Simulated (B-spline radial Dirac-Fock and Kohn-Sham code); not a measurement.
Model: multi-electron Dirac-Fock with separately optimised hole states, Breit and Lamb-shift corrections added in first order. Program: a radial B-spline solver. K edges are those of the screened (neutral excited atom) model, which lie within a few eV to tens of eV of tabulated edges.

An X-ray tube with a gold target emits Kα1 at 68800.4 eV and Kβ1 at 77969.9 eV. K edges of lighter neighbours: W 69519.7 eV, Re 71672.4 eV, Os 73867.3 eV, Ir 76106.1 eV, Pt 78387.8 eV.

Q: Which of these can serve as a Kβ filter, and which fluoresce under Kα1?

A: A Kβ filter needs its edge between the two lines: W, Re, Os, Ir. Kα1 excites none of their K shells.

Values without a named source are computed, but for edge energies of neutral atoms, which are taken from tables.
